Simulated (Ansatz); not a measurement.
Consider the redistribution: `[NH2][GaH][BH][SiH3]` + `[CH3][AlH2]` → `[NH2][GaH][AlH2]` + `CB[SiH3]`.

Gas-phase electronic energies from Ansatz, PBE0-D4/def2-TZVP geometries. CCSD(T)/CBS adds triple-zeta CCSD(T) − MP2 to the extrapolated MP2 energy (def2 sets, frozen cores). This one scheme is used for every species. DFT in def2-TZVPP. For Ga outer-core shells are correlated without core-valence functions, which leaves a few kJ/mol of doubt a bond. Scalar relativity is left out up to krypton. Each species was taken in one conformer, which may not be the lowest.

(1) Is it downhill or uphill in electronic energy at CCSD(T)/CBS, and by how much? (Estimate.)

(2) What do these levels give: revPBE-D4, PBE0, r2SCAN0, LC-ωPBE, CCSD(T)/def2-TZVPP, MP2/def2-QZVPP? (Estimate.)

Largest T1 diagnostic among the species: 0.015.

## Answers

(1) The calculation gave: Downhill: ΔE = -30.4 kJ/mol.

(2) The calculation gave: revPBE-D4 -38.1, PBE0 -40.5, r2SCAN0 -36.4, LC-ωPBE -33.3, CCSD(T)/def2-TZVPP -32.5, MP2/def2-QZVPP -28.0 kJ/mol.

Leaving LDA and LC-ωPBE aside and taking each functional with its dispersion term where it has one, the values, not all of them listed here, spread over 6.8 kJ/mol, from PBE-D4 to ωB97M-V. At CCSD(T), def2-SVP lies −9.2 kJ/mol from the extrapolated value and def2-TZVPP −2.1 kJ/mol. In def2-TZVPP, CCSD(T) changes the Hartree–Fock value by +7.0 kJ/mol (the triples alone add +0.5 kJ/mol) and MP2 by +10.3 kJ/mol.
